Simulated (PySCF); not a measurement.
Simulation results for CH₆BOSi, BH₄N₂Si, CH₆BN₂

Calculation on a computer-drawn molecule: optimised geometry and harmonic frequencies of an isolated molecule of the commonest isotopes, restricted reference for singlets and unrestricted otherwise, frozen core in MP2. Program: PySCF 2.14.0.

Common to all runs: charge 0; multiplicity 2; method HF.

(1) CH₆BOSi

Start structure:
```xyz
10
CH6BOSi
B      0.8765     2.3475     0.3260
Si     0.3651     0.7139     0.9987
C     -1.5503     0.6998     0.6477
O     -1.8166     0.6712    -0.6840
H      0.9837     3.5145     0.3120
H      0.4400     0.3235     2.4627
H      0.8648    -0.5494     0.3898
H     -2.0016     1.5368     1.0348
H     -1.9591    -0.1954     1.0913
H     -1.4203    -0.0608    -1.1247
```

```
basis                                         : cc-pV(D+d)Z
rotational constants                          : 9.819, 3.607, 3.005 GHz
total energy                                  : -429.7488 hartree
spin squared                                  : 0.7576
convergence status largest gradient component : 1.904e-05 hartree/bohr
```

Drawn bonds:
```
atom  other atom  order
   1           2      1
   2           3      1
   3           4      1
   1           5      1
   2           6      1
   2           7      1
   3           8      1
   3           9      1
   4          10      1
```

Optimised structure:
```xyz
10
CH6BOSi
B      1.2175     2.3609     0.4536
Si     0.2882     0.6641     1.0215
C     -1.5772     0.6238     0.6424
O     -1.8005     0.7150    -0.7549
H      0.9218     3.5048     0.2803
H      0.5226     0.5180     2.4847
H      0.8986    -0.5023     0.3301
H     -2.0721     1.4862     1.0922
H     -2.0601    -0.2654     1.0655
H     -1.5565    -0.1034    -1.1610
```

Modes:
```
frequency (cm⁻¹)  reduced mass (dalton)
           80.75                  4.582
             146                  1.462
             217                  1.462
           270.8                   2.06
           309.2                   1.17
           514.2                  1.695
           573.2                  1.255
           657.1                  2.877
           674.1                  2.296
           764.3                  1.308
           847.9                  1.552
           960.5                  1.309
            1003                  1.055
            1138                  6.458
            1223                  1.034
            1401                  1.308
            1490                  1.207
            1576                  1.072
            2271                  1.048
            2279                  1.032
            2773                  1.096
            3154                  1.068
            3237                  1.096
            4146                  1.067
```

(2) CH₆BOSi

Start structure:
```xyz
10
CH6BOSi
B      0.8526    -1.0950    -0.7373
Si    -0.9161    -0.3205    -0.8195
C     -1.6883    -0.8204     0.7733
O     -0.7203     1.3257    -0.8475
H      1.4993    -2.0047    -1.1471
H     -1.9147    -0.6797    -1.8578
H     -2.7921    -0.4130     0.9152
H     -1.7823    -1.9159     0.9724
H     -1.1668    -0.4730     1.7632
H     -1.4997     1.8795    -0.7806
```

```
basis        : cc-pV(D+d)Z
total energy : ?
spin squared : ?
```

Drawn bonds:
```
atom  other atom  order
   1           2      1
   2           3      1
   2           4      1
   1           5      1
   2           6      1
   3           7      1
   3           8      1
   3           9      1
   4          10      1
```

(3) BH₄N₂Si

Start structure:
```xyz
8
BH4N2Si
B     -2.2937    -1.4142     0.2004
Si    -0.4545    -1.1376    -0.3071
N      0.8541    -0.9570     0.6192
N     -0.2053    -1.1048    -1.9663
H     -3.2732    -0.9903     0.6898
H      0.8479    -0.7700     1.5145
H     -0.7083    -1.7391    -2.6135
H      0.7198    -1.0718    -2.3028
```

```
basis                : cc-pV(D+d)Z
spin squared         : ?
rotational constants : ?
total energy         : ?
```

Drawn bonds:
```
atom  other atom  order
   1           2      1
   2           3      2
   2           4      1
   1           5      1
   3           6      1
   4           7      1
   4           8      1
```

(4) CH₆BN₂

Start structure:
```xyz
10
CH6BN2
C     -0.6323     0.3819    -0.1067
B     -0.2568    -0.9675    -0.6514
N      0.8473    -1.7585    -0.0707
N     -0.9961    -1.6299    -1.6407
H     -1.3435     0.9590    -0.6052
H     -0.0575     0.9156     0.6264
H      1.4374    -1.3043     0.6751
H      1.1068    -2.5761    -0.3318
H     -1.8124    -1.1879    -2.1384
H     -0.8517    -2.5110    -1.9791
```

```
basis                : cc-pVDZ
total energy         : ?
spin squared         : ?
rotational constants : ?
```

Drawn bonds:
```
atom  other atom  order
   1           2      1
   2           3      1
   2           4      1
   1           5      1
   1           6      1
   3           7      1
   3           8      1
   4           9      1
   4          10      1
```

To be estimated
1. Give the missing total energy for CH₆BOSi (entry 2).
2. Estimate the spin squared of CH₆BOSi (entry 2).
3. Estimate the spin squared of BH₄N₂Si (entry 3).
4. Give the missing rotational constants for BH₄N₂Si (entry 3).
5. What total energy does the calculation give for BH₄N₂Si (entry 3)?
6. Estimate the total energy of CH₆BN₂ (entry 4).
7. Estimate the spin squared of CH₆BN₂ (entry 4).
8. Give the missing rotational constants for CH₆BN₂ (entry 4).

Calculated values
1. -429.8196 hartree
2. 0.7578
3. 0.7649
4. 7.432, 6.707, 3.547 GHz
5. -424.7745 hartree
6. -175.0139 hartree
7. 0.7601
8. 8.9, 8.637, 4.383 GHz

Further results for CH₆BOSi (entry 2):

```
rotational constants                          : 6.065, 5.913, 3.461 GHz
convergence status largest gradient component : 2.411e-05 hartree/bohr
```

Optimised structure:
```xyz
10
CH6BOSi
B      0.9316    -1.0467    -0.8184
Si    -0.9209    -0.2695    -0.7230
C     -1.7336    -0.8342     0.8755
O     -0.7809     1.3830    -0.7843
H      1.4350    -2.0835    -1.1331
H     -1.7752    -0.7038    -1.8619
H     -2.7237    -0.3815     0.9874
H     -1.8624    -1.9210     0.8860
H     -1.1360    -0.5511     1.7464
H     -1.5623     1.8913    -0.9403
```

Modes:
```
frequency (cm⁻¹)  reduced mass (dalton)
           128.2                  1.238
             165                  1.058
           190.6                  2.359
           238.3                  1.529
           278.3                  3.386
           323.1                  1.946
           552.6                  1.235
           651.8                  3.374
           691.5                  1.413
           718.7                  2.437
           815.5                  1.428
           835.8                  1.161
           881.1                  4.594
           966.8                  1.288
           999.7                   1.42
            1390                  1.255
            1550                   1.05
            1554                  1.051
            2258                   1.04
            2768                  1.096
            3161                  1.036
            3239                  1.101
            3248                  1.102
            4173                  1.067
```

Further results for BH₄N₂Si (entry 3):

```
convergence status largest gradient component : 3.024e-05 hartree/bohr
```

Optimised structure:
```xyz
8
BH4N2Si
B     -2.2596    -1.5005     0.2088
Si    -0.3676    -1.1441    -0.2864
N      0.8742    -0.8786     0.6385
N     -0.1803    -1.2430    -1.9540
H     -3.2637    -0.9743     0.5692
H      0.8469    -0.7546     1.6311
H     -0.8801    -1.5675    -2.5897
H      0.7170    -1.1221    -2.3834
```

Modes:
```
frequency (cm⁻¹)  reduced mass (dalton)
           189.4                  1.122
           202.6                  2.739
           290.3                  3.118
             310                   2.64
           350.3                  1.444
           441.6                  1.237
           477.2                  1.531
           569.4                  1.094
           582.2                  1.317
           684.8                  3.435
           860.3                  1.524
           932.6                  5.042
            1241                  7.623
            1675                  1.131
            2813                  1.098
            3793                  1.051
            3862                   1.08
            3902                  1.097
```

Further results for CH₆BN₂ (entry 4):

```
convergence status largest gradient component : 3.966e-05 hartree/bohr
```

Optimised structure:
```xyz
10
CH6BN2
C     -0.5979     0.4210    -0.1532
B     -0.2421    -1.0246    -0.6412
N      0.8480    -1.7155    -0.0508
N     -1.0139    -1.6277    -1.6683
H     -1.4219     0.9972    -0.5655
H     -0.0419     0.9341     0.6269
H      1.4119    -1.3150     0.6665
H      1.1331    -2.6337    -0.3170
H     -1.7880    -1.1697    -2.0971
H     -0.8462    -2.5449    -2.0228
```

Modes:
```
frequency (cm⁻¹)  reduced mass (dalton)
             158                  1.186
           223.6                  1.089
           269.2                  1.177
           344.8                  2.139
           403.8                   2.21
           445.6                  1.014
             497                  1.426
           597.2                  1.192
           674.9                  2.943
           822.5                  3.936
             861                  1.243
             958                  1.458
           987.3                  1.696
            1380                  2.737
            1449                  3.576
            1557                  1.306
            1745                  1.272
            1751                  1.163
            3261                  1.057
            3344                  1.113
            3831                  1.051
            3833                  1.051
            3936                  1.098
            3937                  1.098
```
